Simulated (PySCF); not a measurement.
# What a mistake does to a calculation on CGeH5OSi

All numbers below are calculated, not measured. The program is PySCF 2.14.0, an open-source quantum chemistry code, run on an isolated molecule that a program drew, which may never have been made. The molecule is CGeH5OSi (charge 0, doublet), drawn as the SMILES string `O[SiH]=[CH][GeH2]`.

Each row is a Hartree-Fock (HF) and frozen-core CCSD(T) single point in the cc-pV(D+d)Z basis, meant for a local HF minimum. Run 1 is clean. Each other run has one planted mistake out of seven kinds, and not every kind appears here: one electron removed, one electron added, multiplicity raised by two, geometry at a saddle point, minimal basis STO-3G, one bond length entered in bohr, all coordinates scaled. The reference is restricted for singlets and unrestricted otherwise, and also for a bond in bohr. Adding or removing an electron swaps singlet and doublet. Electrons count all cores. HOMO and LUMO are orbital energies over both spins, the gradient is its largest component, and the lowest frequency (negative if imaginary) is given only where the gradient is small. Bond lengths are over the 8 bonds as drawn. T1 is the CCSD diagnostic: over 0.02 (restricted) or 0.045 (unrestricted) a single reference is doubtful. Germanium has the cc-pVDZ-PP basis, with a core potential (ECP10MDF) in place of its 10 inner electrons, and its 3s, 3p and 3d shells are frozen in CCSD(T).

Geometry of the clean run:
```xyz
9
CGeH5OSi, angstrom
O    -2.0091   -3.2661    0.9571
Si   -2.9701   -1.9891    0.6482
C    -2.5932   -0.3576    0.9100
Ge   -1.0106    0.3398    1.7350
H    -1.1297   -3.1217    1.2781
H    -4.2287   -2.5149    0.1193
H    -3.3613    0.3626    0.6396
H     0.0569   -0.7742    1.8490
H    -0.4134    1.5370    0.9733
```

| run | electrons | basis functions | <S^2> | HOMO (eV) | LUMO (eV) | gradient (hartree/bohr) | lowest frequency (cm^-1) | mean bond (Å) | longest bond (Å) | T1 | HF (hartree) | CCSD(T) (hartree) | mistake |
|---|---|---|---|---|---|---|---|---|---|---|---|---|---|
| 1 | 65 | 99 | 0.788 | -7.32 | 1.40 | 3.5e-05 | 105 | 1.4778 | 1.916 | 0.0179 | -697.91910 | -698.47706 | no fault |
| 2 | 64 | 99 | 0.000 | -14.52 | -5.79 | 7.0e-02 | - | 1.4778 | 1.916 | 0.0222 | -697.67323 | -698.22957 | one electron removed |
| 3 | 65 | 99 | 1.585 | -7.38 | 1.15 | 2.9e-02 | - | 1.5832 | 1.916 | 0.0915 | -697.77499 | -698.33304 | one bond length entered in bohr |
| 4 | 65 | 99 | 3.782 | -4.96 | -0.20 | 1.1e-01 | - | 1.4778 | 1.916 | 0.0157 | -697.80598 | -698.32974 | multiplicity raised by two |
| 5 | 66 | 99 | 0.000 | -0.26 | 7.53 | 6.4e-02 | - | 1.4778 | 1.916 | 0.0161 | -697.89554 | -698.48666 | one electron added |
| 6 | 65 | 99 | 0.766 | -7.12 | 1.74 | 8.4e-02 | - | 1.3818 | 1.792 | 0.0144 | -697.87225 | -698.41757 | ? |

**Which mistake was planted in run 6, and what did it cost?**

The mean and the longest bond both change by the same factor, 0.935, and the gradient is no longer small. So the mistake is: all coordinates scaled. Subtracting run 1 and multiplying by 627.51 kcal/mol a hartree, the energy moved by 29.4 kcal/mol in HF and 37.3 kcal/mol in CCSD(T).

Cautions from the logs. Run 2: T1 is over the limit, so its CCSD(T) energy is less reliable; run 3: T1 is over the limit, so its CCSD(T) energy is less reliable.
